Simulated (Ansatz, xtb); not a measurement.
C7H6O2: 7 structures ranked

7 gas-phase structures of C7H6O2, from a drawn sample of its isomers (lower ones may exist). Each was relaxed with GFN2-xTB; where two conformers were screened, the lower at r2SCAN-D4/def2-SVP is listed:

A. `C=C1C=C/C1=C\C(=O)O`, a singlet
B. `O=C(O)c1ccccc1`, a singlet
C. `C=Cc1cocc1C=O`, a singlet
D. `O=Cc1ccccc1O`, a singlet
E. `C=CC1=CC(=O)CC1=O`, a singlet
F. `O=C(O)C1=C[C@@H]2[C@@H]3[C@H]1[C@H]23`, a singlet
G. `C=C=C1CC=COC1=O`, a singlet

Problem. Estimate their order in r2SCAN-D4/def2-SVP energy at these geometries, lowest first.

Solution. Calculated order at r2SCAN-D4/def2-SVP: B (0.0), D (46.7), E (174.3), C (226.8), G (280.4), A (282.0), F (301.4) kJ/mol. Less than 1 kcal/mol parts G and A, so the order within that pair means little.

Energies above the lowest of each column, in kJ/mol; the last columns are at PBE0-D3(BJ)/def2-SVP geometries and were run for some of them only (a dash: not run or not comparable):

```csv
structure,GFN2-xTB,HF/STO-3G,r2SCAN-D4/def2-SVP,PBE0-D3(BJ)/def2-SVP,CCSD(T)/def2-SVP + ΔMP2/def2-TZVPP
B,0.0,0.0,0.0,0.0,0.0
D,44.5,35.3,46.7,48.4,58.6
E,158.0,142.7,174.3,175.1,161.6
C,149.2,159.3,226.8,–,–
G,192.0,238.0,280.4,–,–
A,249.8,337.5,282.0,–,–
F,208.1,284.6,301.4,–,–
```

Every level run on B puts it lowest or level with the lowest. Flexible structures stand in one conformer each, not always the lowest. Frequencies (GFN2-xTB) were run for B, D, E alone. ΔMP2 is the change of the MP2 energy from the smaller to the larger basis.

Over these structures GFN2-xTB departs from r2SCAN-D4/def2-SVP by 36.1 kJ/mol on average once a common shift is removed. A GFN2-xTB relaxation took about 0.07 s and the r2SCAN-D4/def2-SVP energy about 2.1 s on a shared host (Ansatz 0.2.0, xtb 6.7.1).
